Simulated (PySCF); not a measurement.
# The third ionisation energy along the 3d series

All values are computed (PySCF 2.14, energy differences of UHF-based or UKS calculations, no spin-orbit coupling). Values in eV. The last column holds reference values (NIST; (s) semi-empirical, (t) theoretical, else measured). Unmarked ones compare directly (S terms, centres of terms, or small fine structure); those marked * lie between the lowest fine-structure levels and include a spin-orbit shift.

```tsv
element	configurations	UHF	MP2 (valence)	SCS-MP2 (valence)	reference
Ti (6-31G*, non-relativistic)	[Ar] 3d2 → [Ar] 3d1	26.941	27.029	26.970	27.492 *
V (6-31G*, non-relativistic)	[Ar] 3d3 → [Ar] 3d2	28.558	28.816	28.644	29.311 *
Cr (6-31G*, non-relativistic)	[Ar] 3d4 → [Ar] 3d3	30.090	30.534	30.238	30.959 ± 0.025 *
Mn (6-31G*, non-relativistic)	[Ar] 3d5 → [Ar] 3d4	32.721	33.301	32.915	33.668 ± 0.012 *
```

"Valence" correlates the outer s and p shells and, in groups 3 to 12 and the f block, the outer d or f shell, open or full, or the next shell where the ion has no valence electron left; the wider scheme adds the next inner shell.
